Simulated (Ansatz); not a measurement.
Geometry optimisation, RKS PBE/def2-SVP in Ansatz 0.2.0.

Input file:

```yaml
crystal:
  periodic: [false, false, false]
  atoms:
    - { symbol: C, position_ang: [0.5842, -0.0401, 1.8552] }
    - { symbol: C, position_ang: [0.977, -0.4513, 0.6624] }
    - { symbol: Cl, position_ang: [2.5011, -1.2728, 0.5897] }
    - { symbol: C, position_ang: [0.268, -0.2644, -0.6204] }
    - { symbol: C, position_ang: [-1.1649, -0.9784, -0.5624] }
    - { symbol: Al, position_ang: [0.0035, 1.6809, -1.125] }
    - { symbol: F, position_ang: [0.6226, 2.9521, -0.0055] }
    - { symbol: H, position_ang: [1.163, -0.1195, 2.7374] }
    - { symbol: H, position_ang: [-0.4089, 0.5429, 1.9654] }
    - { symbol: H, position_ang: [0.7687, -0.7342, -1.4269] }
    - { symbol: H, position_ang: [-1.0432, -2.0414, -0.2584] }
    - { symbol: H, position_ang: [-1.8022, -0.4835, 0.2303] }
    - { symbol: H, position_ang: [-1.7214, -0.8932, -1.5484] }
    - { symbol: H, position_ang: [-0.7604, 2.0738, -2.4648] }
basis:
  gaussian: { orbitals: def2-SVP }
hamiltonian:
  xc: pbe
relax:
  f_tol: 0.015
  max_steps: 40
```

Launched with:

```bash
$ ansatz run input.yaml --threads 2 --pin off --max-ram 3072MiB --backend cpu --events-out ev --progress --plain --runs-dir out
```

Q: Where does it end, and by what steps?

A: It converged. After 24 steps the energy has fallen by 0.885 eV; Cl3 moved furthest, 1.94 Å. Joined: Cl3–Al6 (4.23 → 2.59 Å).

| step | energy less start (eV) | largest force component (eV/Å) | accepted |
| --- | --- | --- | --- |
| 0 | 0.0000 | 2.865 | yes |
| 1 | -0.3703 | 1.192 | yes |
| 2 | -0.4472 | 0.667 | yes |
| 3 | -0.4732 | 0.260 | yes |
| 4 | -0.4840 | 0.123 | yes |
| 5 | -0.4984 | 0.443 | yes |
| 6 | -0.5194 | 0.565 | yes |
| 7 | -0.5511 | 0.648 | yes |
| 8 | -0.5892 | 0.543 | yes |
| 9 | -0.6125 | 0.387 | yes |
| 10 | -0.6386 | 0.391 | yes |
| 11 | -0.6583 | 0.326 | yes |
| 12 | -0.6721 | 0.805 | yes |
| 13 | -0.7010 | 0.626 | yes |
| 14 | -0.7354 | 0.569 | yes |
| 15 | -0.7884 | 0.338 | yes |
| 16 | -0.8339 | 0.260 | yes |
| 17 | -0.8699 | 0.267 | yes |
| 18 | -0.8777 | 0.211 | yes |
| 19 | -0.8825 | 0.112 | yes |
| 20 | -0.8844 | 0.053 | yes |
| 21 | -0.8782 | 0.247 | no |
| 22 | -0.8850 | 0.019 | yes |
| 23 | -0.8852 | 0.027 | yes |
| 24 | -0.8853 | 0.014 | yes |

```xyz
14
Properties=species:S:1:pos:R:3
C 0.691 -0.605 1.897
C 0.859 -0.262 0.612
Cl 2.406 0.618 0.167
C -0.023 -0.297 -0.582
C -1.470 -0.699 -0.299
Al 0.482 1.506 -1.322
F -0.100 2.863 -0.502
H 1.438 -0.389 2.672
H -0.235 -1.122 2.189
H 0.441 -0.981 -1.334
H -1.549 -1.717 0.143
H -1.956 0.010 0.402
H -2.065 -0.705 -1.234
H 1.067 1.751 -2.782
```

Run time: 70 s on 2 threads of Intel(R) Xeon(R) Platinum 8559C (Emerald Rapids) (shared host), peak memory 0.22 GiB.
